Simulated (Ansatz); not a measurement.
SnGe6⁻. The state is a doublet with charge -1. Geometry PBE-D4/def2-SVP, that of the neutral singlet; atoms count from 1.

Cartesian coordinates in Å:
```
Sn 0.143 -2.398 0.648
Ge -2.115 -0.855 -0.251
Ge 0.293 -0.324 -1.325
Ge 2.188 -0.372 0.583
Ge -0.295 0.356 1.317
Ge -1.412 1.650 -0.739
Ge 1.198 1.943 -0.233
```

In the def2 sets Sn takes a core potential; there is no spin–orbit coupling. The highest occupied level of the charge -1 doublet lies above zero (up to 0.30 eV). By energy differences its removal costs 1.70 eV (vertical, to the charge 0 singlet, at PBE-D4/def2-SVP); self-interaction error and the lack of diffuse functions both raise the level. The structure comes from a short search, and lower isomers may exist.

Problem. Estimate the Mulliken populations from the PBE/def2-SVP orbitals of Ansatz.

Solution. 
```tsv
atom	charge (e)	spin (α − β)
Sn1	-0.08	0.21
Ge2	-0.16	0.18
Ge3	-0.16	0.08
Ge4	-0.16	0.18
Ge5	-0.16	0.08
Ge6	-0.14	0.14
Ge7	-0.14	0.14
```
Mulliken values and Mayer orders depend strongly on the basis.

Problem. Where does the spin sit?

Solution. Summed by element: Sn 0.21, Ge 0.79, of 1 unpaired in all. Largest on single atoms: Sn1 0.21, Ge4 0.18, Ge2 0.18.

Problem. And the Mayer bond orders between bonded heavy atoms (over 0.3)?

Solution. Sn1–Ge2 0.68 (2.88 Å); Sn1–Ge3 0.48 (2.87 Å); Sn1–Ge4 0.68 (2.88 Å); Sn1–Ge5 0.48 (2.87 Å); Ge2–Ge3 0.50 (2.69 Å); Ge2–Ge5 0.50 (2.69 Å); Ge2–Ge6 0.69 (2.65 Å); Ge3–Ge4 0.50 (2.69 Å); Ge3–Ge5 0.43 (2.79 Å); Ge3–Ge6 0.50 (2.67 Å); Ge3–Ge7 0.50 (2.67 Å); Ge4–Ge5 0.50 (2.69 Å); Ge4–Ge7 0.69 (2.65 Å); Ge5–Ge6 0.50 (2.67 Å); Ge5–Ge7 0.50 (2.67 Å); Ge6–Ge7 0.65 (2.67 Å).
